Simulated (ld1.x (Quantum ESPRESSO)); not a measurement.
## Before and after: RRKJ potential for Au

- Element: Au
- Generator: ld1.x (Quantum ESPRESSO) 7.5
- Type: norm-conserving RRKJ (Kleinman–Bylander form)
- Functional: PW91
- Relativity: scalar-relativistic
- Frozen core: [Kr] 4d10 4f14
- Valence charge: 19
- Reference configuration: 5s2 5p6 5d10 6s1 6p0
- Partial waves: 5s (bound): rc 1.65 bohr; 5p (bound): rc 1.30 bohr; 5d (bound): rc 1.25 bohr
- Local potential: the d channel
- Core correction: none

Occupied shells without a wave of their own: 6s. They enter only through the test configuration that unscreens the potential.

Change: core correction a·sin(br)/r model core inside 1.50 bohr (6s counted twice).

Cutoffs: the cutoffs (Ry, on a coarse ladder) from which the occupation-weighted sum of valence levels, in a spherical-Bessel basis at the reference potential, stays within 10 and 1 mRy of its value at 400 Ry; they do not see the model core or the augmentation charge, which bear on the density cutoff. Errors are all-electron minus pseudo energies relative to the spin-unpolarised reference configuration.

**Question.** What does the change do?

**Answer.** The potential gets neither clearly harder nor softer (90 Ry and 140 Ry → 90 Ry and 140 Ry); both files keep a bound ghost (p); of the 7 tests that both files solve, the error grows in 2 and shrinks in 3 by more than 15 % and 0.3 meV (median size 124.0 → 57.4 meV). In the changed file ld1.x takes every shell without a wave as core, so the model core holds the 6s electrons as well and exchange and correlation see them twice. This cancels in the reference configuration, but the file is broken for other ones, and its errors say nothing about a proper core correction. A model core, the more so a compact one, raises the density cutoff, which this test does not measure.

| quantity | base | changed |
| --- | --- | --- |
| cutoff, loose | 90 Ry | 90 Ry |
| cutoff, tight | 140 Ry | 140 Ry |
| bound ghosts | p | p |
| largest miss of a reference level, eV | 0.10 | 0.10 |
| error for 5s2 5p6 5d10 6s0 6p0, meV [ΔE 9.49 eV] | +107 | +57 |
| error for 5s2 5p6 5d9 6s0 6p0, meV [ΔE 30.78 eV] | +124 | -18 |
| error for 5s2 5p6 5d8 6s0 6p0, meV [ΔE 64.73 eV] | +134 | -138 |
| error for 5s2 5p6 5d10 6s0.5 6p0, meV [ΔE 3.81 eV] | +50 | +38 |
| error for 5s1 5p6 5d10 6s1 6p0, meV [ΔE 115.36 eV] | -494 | -534 |
| error for 5s2 5p6 5d7 6s0 6p0, meV [ΔE 112.53 eV] | +127 | -299 |
| error for 5s2 5p6 5d9 6s1 6p0, meV [ΔE 12.19 eV] | +9.7 | -13 |
| s: phases at 1.80 bohr within 0.05 rad from the reference energy up to (Ry; the scan ends near 5) | 1.2 | 1.2 |
| p: phases at 1.80 bohr within 0.05 rad from the reference energy up to (Ry; the scan ends near 5) | 1.2 | 1.2 |
| d: phases at 1.80 bohr within 0.05 rad from the reference energy up to (Ry; the scan ends near 5) | to the end of the scan | to the end of the scan |

Base: The 6s level has no wave, so the channel is fitted at the deeper level alone: the likely source of the large errors. A true bound ghost makes a file unfit for plane-wave use even where its test errors are small: the radial tests pick states by their node count and pass the ghost by.
